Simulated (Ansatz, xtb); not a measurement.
**A geometry optimisation of F2HInSi2 with r2SCAN-D4/def2-SVP**

The starting geometry of this gas-phase singlet was built from a drawn formula by distance geometry; its bonds are those of `F[Si]#[Si][InH][F]`.

```yaml
atoms:
  - { symbol: F, position_ang: [-0.4463, 0.6699, 3.7164] }
  - { symbol: F, position_ang: [-1.8343, -3.1646, -1.8524] }
  - { symbol: In, position_ang: [-0.5165, -1.9643, -1.7936] }
  - { symbol: Si, position_ang: [-0.4625, -0.0748, 2.2106] }
  - { symbol: Si, position_ang: [-0.4963, -0.8862, 0.4368] }
  - { symbol: H, position_ang: [1.2643, -2.5092, -2.0639] }
```

Q: Predict what it relaxes into with r2SCAN-D4/def2-SVP.

A: It rearranges, giving a structure given below by its coordinates. Distances that change by over a tenth: Si4–Si5 (1.95 → 2.20 Å). Contacts that open: F2–In3 (1.78 → 2.88 Å). Contacts that close: F2–Si4 (5.29 → 1.65 Å), In3–Si4 (4.43 → 2.83 Å).

The energy falls by 4.60 eV over 31 steps:

```json
{"step": "1", "E − E(last) (eV)": "4.604"}
{"step": "4", "E − E(last) (eV)": "3.403"}
{"step": "8", "E − E(last) (eV)": "2.680"}
{"step": "11", "E − E(last) (eV)": "2.383"}
{"step": "14", "E − E(last) (eV)": "2.168"}
{"step": "18", "E − E(last) (eV)": "1.841"}
{"step": "21", "E − E(last) (eV)": "1.609"}
{"step": "24", "E − E(last) (eV)": "0.546"}
{"step": "28", "E − E(last) (eV)": "0.002"}
{"step": "31", "E − E(last) (eV)": "0.000"}
```

Final geometry (Å):

```xyz
6

F    -1.7196   -0.4178    2.3847
F    -1.8964   -1.8703    0.3366
In    0.5291   -1.7586   -1.2143
Si   -0.8353   -0.8577    1.1015
Si    1.2097   -0.2283    0.5976
H     0.2211   -2.7966   -2.5522
```

From the same start GFN2-xTB ends elsewhere, differing in F2–In3 (2.20 against 2.88 Å here), F2–Si4 (2.77 against 1.65 Å here), In3–Si4 (3.42 against 2.83 Å here), In3–H6 (4.16 against 1.72 Å here), Si5–H6 (1.51 against 4.18 Å here).

The end wasn't checked by frequencies. Atoms past krypton carry core potentials, without spin–orbit terms. Run with Ansatz 0.2.0, 70 s on 1 thread of Intel(R) Xeon(R) 6975P-C (Granite Rapids), on a shared host.
